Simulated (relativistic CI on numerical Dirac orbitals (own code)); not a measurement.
**What each ingredient does to the levels of Yb42+**

Base calculation: Dirac-Coulomb-Breit CI, orbitals from a KLI potential per configuration, QED by a radiative potential, unscaled Slater integrals.

Configurations in the expansion (outside the closed core [Ne]): 3s2 3p6 3d10, 3s2 3p6 3d9 4s, 3s2 3p6 3d9 4p, 3s2 3p6 3d9 4d, 3s2 3p5 3d10 4s, 3s2 3p6 3d9 4f, 3s2 3p5 3d10 4p, 3s2 3p6 3d8 4s2, 3s2 3p5 3d10 4d, 3s2 3p6 3d8 4s 4p, 3s 3p6 3d10 4s, 3s2 3p6 3d9 5s, 3s2 3p6 3d8 4p2, 3s2 3p5 3d10 4f, 3s2 3p6 3d8 4s 4d, 3s2 3p6 3d9 5p, 3s 3p6 3d10 4p, 3s2 3p6 3d9 5d, 3s2 3p5 3d9 4s2, 3s2 3p6 3d8 4p 4d, 3s2 3p6 3d9 5f, 3s2 3p6 3d9 5g, 3s2 3p5 3d9 4s 4p, 3s 3p6 3d10 4d, 3s2 3p6 3d8 4d2, 3s2 3p5 3d9 4p2, 3s2 3p5 3d9 4s 4d, 3s 3p6 3d10 4f, 3s2 3p6 3d9 6s, 3s 3p6 3d9 4s2, 3s2 3p5 3d10 5s, 3s2 3p6 3d9 6p, 3s2 3p4 3d10 4s2, 3s2 3p5 3d9 4p 4d, 3s2 3p6 3d9 6d, 3s2 3p5 3d10 5p. Levels of other configurations are missing.

The lowest level and the first level of each name with at least 55 % of one term (blank where a level has no safe partner in the second run):

```tsv
Level	Base (eV)	Shift (eV)
3s2 3p6 3d10 1S_0	0.00	0.00
3s2 3p6 3d9 4s 3D_3	1339.32	-0.08
3s2 3p6 3d9 4s 1D_2	1341.03	-0.25
3s2 3p6 3d9 4s 3D_1	1389.97	-0.09
3s2 3p6 3d9 4s 3D_2	1391.10	-0.22
3s2 3p6 3d9 4p 3F°_2	1477.17	-0.05
3s2 3p6 3d9 4p 3F°_4	1503.12	+0.01
3s2 3p6 3d9 4p 1P°_1	1505.97	-0.22
3s2 3p6 3d9 4p 3D°_3	1507.89	-0.47
3s2 3p6 3d9 4p 3P°_0	1550.64	+0.37
3s2 3p6 3d9 4d 1P_1	1652.55	+0.27
3s2 3p6 3d9 4d 3G_5	1654.02	+0.11
3s2 3p6 3d9 4d 3D_3	1657.64	-0.22
3s2 3p6 3d9 4d 3F_4	1659.39	-0.42
```

At this charge energies of transitions that change n are usually good to better than 1 %, and those within a shell (Δn = 0) to a few per cent.

Task: One thing was changed in a second run, which moved the levels as shown. Which?
A. Breit term removed
B. QED terms removed
C. one mean potential for all configurations
D. valence Slater integrals scaled by 0.9
E. configuration mixing switched off

Result: D. Valence Slater integrals scaled by 0.9. Scaling acts on the splittings between terms and on the mixing, and leaves the fine structure of pure LS terms nearly alone; in jj coupling it moves the levels of one term differently.

LS names give the leading component of a level, which can be under half, so a name can repeat, a term be missing and a line seem to break the LS rules.
